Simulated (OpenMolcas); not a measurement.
# Ag2+: moving the ligands

Ag2+ with 5 ligands (oxide) in square pyramidal coordination (C4v) at 2.14 Å, the axial distance 2.183 Å. A charge of +1.6 e stands 2.6 Å behind each ligand. Ligand basis ANO-RCC-VDZP.

```json
{
 "Program": "OpenMolcas",
 "Method": "CASSCF",
 "Basis": "ANO-RCC-VDZP [6s5p3d1f]",
 "Scalar Hamiltonian": "DKH2, point nucleus",
 "Active space": "9 electrons in 5 orbitals (4d)",
 "State averaging": "2S+1 = 2 even, 5 roots",
 "Spin-orbit coupling": "RASSI with atomic mean-field integrals over the reference wave functions"
}
```

Runs around this geometry, states. Energies in cm-1 above the lowest state or level, χT in cm3 K/mol.

```tsv
R (Å)	Axial / equatorial distance	Ground state	First state of that spin	First gap with spin-orbit (degeneracies)	χT at 300 K
2.14	1.02	2S+1 = 2	10425	9971 (2, 2)	0.559
2.36	1.02	2S+1 = 2	6872	6766 (2, 2)	0.670
2.25	1.071	2S+1 = 2	8808	8779 (2, 2)	0.608
```

The oxide ions are held by bare point charges, a crude embedding. With metal d orbitals alone the field can be off either way by tens of per cent. Ligand-to-metal charge-transfer states are missing. The least metal-like active orbital is 84 % on the metal (Löwdin) and no ligand orbital is active, so the numbers are rough (holds for R = 2.14, ratio = 1.02). No measured value stands beside these numbers; the geometry is a model, was not optimised and need not be the one that this ion takes.

A state without a sure symmetry label is named by its multiplicity alone.
